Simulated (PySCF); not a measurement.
Computed shifts of a molecule CH₇ClGeSi, PBE/pcSseg-1 (PySCF), GIAO, gas phase, atoms alike by connectivity averaged where their shifts nearly agree, in ppm (number of nuclei): ²⁹Si: 2.1 (1). ¹³C: -1.4 (1). ¹H: 5.87 (1), 5.54 (1), 4.44 (3), 0.88 (1), 0.35 (1). References: ²⁹Si against TMS (σ = 335.4 ppm); ³⁵Cl against HCl (σ = 936.5 ppm); ¹³C against TMS (σ = 182.0 ppm); ⁷³Ge against GeH4 (σ = 1614.4 ppm); ¹H against TMS (σ = 31.49 ppm), references at their B3LYP-D3(BJ)/def2-TZVP geometries, non-relativistic (without spin–orbit terms, shifts of atoms bonded to Cl or Br come out too high). Geometry: B3LYP-D3(BJ)/def2-SVP. The values are those of a single conformer.

Identify the compound among the candidates.
A) C[SiH2][GeH2][Cl]
B) C[Si@@H](Cl)[GeH3]
C) [CH3][GeH2][SiH2]Cl
D) Cl[SiH2][CH2][GeH3]

D, Cl[SiH2][CH2][GeH3]
